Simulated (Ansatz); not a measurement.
Basis-set extrapolation for `CCB(O)O[SiH3]` (PBE0-D4/def2-TZVP geometry, frozen core, Ansatz). Multiplicity 1, RHF reference.

```json
{"": "HF", "def2-TZVPP": "-544.602925", "def2-QZVPP": "-544.624637"}
{"": "MP2 correlation", "def2-TZVPP": "-1.047801", "def2-QZVPP": "-1.124267"}
{"": "CCSD(T) correlation", "def2-TZVPP": "-1.140092", "def2-QZVPP": "not run"}
```

Energies in hartree. Use E(X) = E(∞) + A·exp(−7.88·√X) for Hartree–Fock and E(X) = E(∞) + B·X^(−2.97) for correlation, with X = 3 and 4, and add CCSD(T) minus MP2 of the smaller set to the MP2 limit.

Task: What is the CCSD(T) energy at the basis-set limit?

Result: HF limit: -544.624637 + (-0.021712) × 0.13774 = -544.62763. MP2 limit: -1.124267 + (-0.076466) × 0.74074 = -1.18091. Higher-order term: -1.140092 − (-1.047801) = -0.09229. Total: -545.90083 hartree, 414.3 kJ/mol below CCSD(T)/def2-TZVPP.
